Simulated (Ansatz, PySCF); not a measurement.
Molecule: sum formula GaO2H2, charge 0, multiplicity 2. It need not be the lowest isomer of its formula. 
Geometry from a B3LYP-D3(BJ)/def2-TZVP (Ansatz, a program for electronic structure) optimisation:
```
Ga
O 1 1.8122
H 2 0.9632 1 114.15
O 1 1.8122 2 112.82 3 -180.00
H 4 0.9632 1 114.15 2 -180.00
```
Charge 0, spin multiplicity 2.

Quantity: atomisation energy (electronic, to ground-state atoms), in eV. Correlated levels leave the core frozen unless marked. UHF or UKS for open shells. No spin-orbit coupling. Frozen are the shells of the preceding noble gas and the d and f shells that filled before the atom's block. No relativistic terms. The coupled-cluster limit lacks core correlation, which all-electron functionals hold. Basis-set limits of correlation are two-point, X^-3; Hartree-Fock from the larger set. The bracket is a focal-point correction in the basis named.

```tsv
level	program	atomisation energy (eV)
HF/def2-TZVPD	PySCF	10.58
BLYP-D3(BJ)/def2-TZVPD	Ansatz + dftd3	16.63
BP86/def2-TZVPD	PySCF	17.11
M06-L-D4/def2-TZVPD	PySCF + dftd4	16.03
M06-L/def2-TZVPD	PySCF	16.02
M06-2X/def2-TZVPD	PySCF	16.70
LC-wPBE-D4/def2-TZVPD	Ansatz + dftd4	16.60
```

### Question
Estimate the value at RI-MP2/CBS(aug-cc-pVTZ,aug-cc-pVQZ)+[CCSD(T)-MP2]/aug-cc-pVTZ as computed with Ansatz.

### Answer
16.83 eV, so LC-wPBE-D4/def2-TZVPD differs from it by -0.23 eV.
